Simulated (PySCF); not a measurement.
# Ionisation energy of Er⁵⁷⁺ by level of theory

Er⁵⁷⁺ [Ne] 3s1 [3s1/2^1, M_J = 1/2] → Er⁵⁸⁺ [Ne], as a difference of total energies. All numbers are calculated (PySCF 2.14, the two-component X2C-1e Hamiltonian, in an even-tempered Gaussian basis (18 s from 17 bohr⁻², ratio 2.4; 14 p from 22 bohr⁻², ratio 2.4; 4 d from 70 bohr⁻², ratio 2.6; 4 f from 110 bohr⁻², ratio 2.6)). Correlated levels: 1s2 frozen; the 54 highest virtual spinors dropped. "Screened" scales the spin-orbit matrix elements by Boettger's factors to mimic the two-electron term; Breit and QED terms are absent.

```csv
method,ionisation energy (eV)
GHF (spin-free),5819.2
GMP2 (spin-free),5820.0
GHF (screened spin-orbit),5818.8
GMP2 (screened spin-orbit),5819.6
```

Breit and QED terms and the two-electron picture change are absent.

For comparison: 5815 ± 6 eV (theoretical estimate listed by NIST; NIST Atomic Spectra Database, ionization energies).
